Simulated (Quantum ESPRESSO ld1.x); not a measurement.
All-electron atom: V in [Ar] 3d3 4s2 (the NIST ground configuration). Calculated with ld1.x of Quantum ESPRESSO 7.5: scalar-relativistic Kohn-Sham, LDA (Slater exchange, VWN5 correlation), spin-polarised, spherical densities, point nucleus; open shells are filled with parallel spins first. Some entries of the table are withheld. Estimate them.

| orbital | occ. | eigenvalue (eV) | <1/r> (bohr^-1) |
|---|---|---|---|
| 1s up | 1 | -5350.68 | 22.79 |
| 1s down | 1 | -5350.68 | 22.79 |
| 2s up | 1 | -601.071 | 4.783 |
| 2s down | 1 | -600.028 | 4.789 |
| 2p up | 3 | -502.709 | 4.693 |
| 2p down | 3 | -501.897 | 4.699 |
| 3s up | 1 | -70.7291 | 1.487 |
| 3s down | 1 | -68.0456 | 1.484 |
| 3p up | 3 | -44.8467 | 1.354 |
| 3p down | 3 | -42.2176 | 1.349 |
| 3d up | 3 | -6.1852 | (1) |
| 4s up | 1 | (2) | 0.4022 |
| 4s down | 1 | (3) | 0.3764 |
| 3d down | 0 | -3.9165 | (4) |
| 4p up | 0 | -1.6597 | 0.2893 |
| 4p down | 0 | -1.3582 | 0.2648 |
| 5s up | 0 | -0.0671 | 0.09749 |
| 5s down | 0 | -0.0381 | 0.08554 |

Answer. 
(1) 3d up <1/r> (bohr^-1): 0.9712
(2) 4s up eigenvalue (eV): -5.1324
(3) 4s down eigenvalue (eV): -4.4263
(4) 3d down <1/r> (bohr^-1): 0.9251
